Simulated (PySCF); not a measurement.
Excitations are Tamm–Dancoff values on a coarser integration grid. The basis has no diffuse functions, so Rydberg states are missing or too high.

Z-matrix (Å, degrees):
```
Ge
O 1 1.7655
H 2 0.9637 1 112.18
O 1 1.7655 2 116.40 3 88.30
H 4 0.9637 1 112.17 2 88.32
O 1 1.7655 2 106.12 3 -29.49
H 6 0.9637 1 112.17 2 153.91
O 1 1.7655 2 106.13 3 -153.91
H 8 0.9637 1 112.18 2 29.49
```
Charge 0, multiplicity 1.

Give the HOMO–LUMO gap, dipole moment, total energy, S1–T1 gap (TDA), LUMO, brightest of the four lowest singlets (TDA), T1 excitation (TDA) and HOMO at the level PBE-D3(BJ)/def2-TZVP // B3LYP-D3(BJ)/def2-TZVP (PySCF 2.14.0).


HOMO–LUMO gap: 6.06 eV
dipole moment: 0.00 D
total energy: -2379.9378 Ha
S1–T1 gap (TDA): 0.32 eV
LUMO: -1.34 eV
brightest of the four lowest singlets (TDA): 6.72 eV
T1 excitation (TDA): 5.89 eV
HOMO: -7.40 eV
